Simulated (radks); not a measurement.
The numbers below are computed, except where a source is named.
Kr, 36 electrons, occupied as [Kr].

Level of theory: Dirac Kohn-Sham, OLYP, spin-unpolarised, spherical densities, point nucleus (a radial shooting solver on a logarithmic mesh with Libxc functionals).

Energy parts (eV):
total: -75964.749
kinetic: 78011.958
electron-nucleus: -183549.360
Hartree: 32235.575
exchange-correlation: -2662.922

Orbitals (lengths in bohr, moments of r in powers of bohr; <r^-3> diverges for s and p1/2; r(90%) holds 90 % of the orbital's charge):
| orbital | occ. | eigenvalue (eV) | <r^-3> | <1/r> | r(90%) | <r^4> | small-component weight |
|---|---|---|---|---|---|---|---|
| 1s1/2 | 2 | -14151.77 | - | 36.76 | 0.0742 | 0.00001387 | 1.71e-02 |
| 2s1/2 | 2 | -1865.393 | - | 8.229 | 0.284 | 0.002720 | 3.39e-03 |
| 2p1/2 | 2 | -1686.043 | - | 8.197 | 0.257 | 0.001861 | 3.39e-03 |
| 2p3/2 | 4 | -1632.226 | 1428 | 7.912 | 0.263 | 0.002022 | 3.30e-03 |
| 3s1/2 | 2 | -264.5361 | - | 2.716 | 0.787 | 0.1646 | 8.31e-04 |
| 3p1/2 | 2 | -201.1510 | - | 2.601 | 0.812 | 0.1859 | 7.80e-04 |
| 3p3/2 | 4 | -193.2202 | 212.4 | 2.533 | 0.828 | 0.2006 | 7.57e-04 |
| 3d3/2 | 4 | -82.8292 | 27.75 | 2.288 | 0.903 | 0.2999 | 6.39e-04 |
| 3d5/2 | 6 | -81.5179 | 26.79 | 2.270 | 0.909 | 0.3083 | 6.33e-04 |
| 4s1/2 | 2 | -22.9761 | - | 0.8494 | 2.33 | 12.95 | 1.29e-04 |
| 4p1/2 | 2 | -9.6047 | - | 0.6973 | 2.94 | 34.08 | 8.99e-05 |
| 4p3/2 | 4 | -8.9687 | 17.01 | 0.6789 | 3.02 | 38.11 | 8.59e-05 |

The highest occupied level is 4p3/2 at -8.969 eV. Summed over all electrons, <r^2> = 39.06 bohr^2, which gives a Langevin (diamagnetic) susceptibility term of -30.9 x 10^-6 cm^3/mol. For comparison, the ionisation energy in NIST's Atomic Spectra Database is 14.000 eV (measured). In exact Kohn-Sham theory the highest level is minus the ionisation energy, but local and semilocal functionals leave it too shallow, through self-interaction and a potential that decays too fast; potentials with the right tail come closer.
